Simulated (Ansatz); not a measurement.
Ansatz (a program for electronic structure) input (CCSD(T)/cc-pVDZ):

Ansatz 0.2 input:
```yaml
crystal:
  periodic: [false, false, false]
  atoms:
    - {symbol: Br, position_ang: [2.09797720, -1.09284438, -0.34797026]}
    - {symbol: C, position_ang: [0.31394556, -0.22045958, -0.07405526]}
    - {symbol: C, position_ang: [0.23722658, 1.03941816, 0.40980417]}
    - {symbol: Se, position_ang: [-1.65015608, 1.32039931, 0.45166741]}
    - {symbol: C, position_ang: [-2.00624009, -0.41482562, -0.23105694]}
    - {symbol: C, position_ang: [-0.81459481, -1.03506135, -0.42851120]}
    - {symbol: H, position_ang: [-2.99133623, -0.81596647, -0.42076727]}
    - {symbol: H, position_ang: [-0.71458251, -2.04248660, -0.81405008]}
basis:
  gaussian:
    orbitals: cc-pVDZ
total_charge: -1
magnetization: {spin_polarized: false}
correlation: {method: ccsd_t, electrons: outside_noble_gas}
```

Output:

```
Functional definition: HF
integrals: 0.24 GiB planned
1257 factors; integrals over basis functions are off by at most 1.1e-3 eV
0.96 GiB of device memory are held for the factors and their scratch space
mean field: 1.12 GiB planned
mean field evaluation 1: about -139449.4345 eV, gradient 2.6e1 eV
mean field evaluation 2: about -139449.5807 eV, gradient 2.7e1 eV
mean field evaluation 4: about -139452.1691 eV, gradient 4.7e0 eV
mean field evaluation 8: about -139452.2834 eV, gradient 5.6e-1 eV
mean field evaluation 16: about -139452.2871 eV, gradient 2.1e-6 eV
mean field -139452.28706085 eV, -5124.7770253312 hartree, gradient 2.1e-6 eV, S^2 0.000000; 0 other end points of the search recorded, 0 dependent functions left out; unrestricted orbitals would lower it
32 core orbitals not correlated
reference -139452.28706085 eV, -5124.7770253312 hartree; 16, 16 occupied and 72, 72 virtual orbitals, 1257 factors
second order -20.62184866 eV of doubles, -0.00000000 eV of singles
coupled cluster: 1.35 GiB planned
cycle   1  -20.67177901 eV  change   -5.0e-2 eV  update   1.4e-1
cycle   2  -21.32467591 eV  change   -6.5e-1 eV  update   4.2e-2
cycle   3  -21.48213858 eV  change   -1.6e-1 eV  update   2.3e-2
cycle   4  -21.47511887 eV  change    7.0e-3 eV  update   7.3e-3
cycle   5  -21.47541866 eV  change   -3.0e-4 eV  update   4.1e-3
cycle   6  -21.47566017 eV  change   -2.4e-4 eV  update   1.5e-3
cycle   7  -21.47478236 eV  change    8.8e-4 eV  update   6.8e-4
cycle   8  -21.47479564 eV  change   -1.3e-5 eV  update   2.8e-4
cycle   9  -21.47491341 eV  change   -1.2e-4 eV  update   1.2e-4
cycle  10  -21.47486764 eV  change    4.6e-5 eV  update   5.6e-5
cycle  11  -21.47490029 eV  change   -3.3e-5 eV  update   2.7e-5
cycle  12  -21.47491504 eV  change   -1.5e-5 eV  update   9.2e-6
coupled cluster: 1.35 GiB planned
perturbative correction -0.98248413 eV, -0.0361056259 hartree
Total energy: -139474.74446002 eV, -5125.6023195285 hartree
```

It need not be the lowest isomer of its formula. Whether it binds its extra electron was not tested at this geometry.
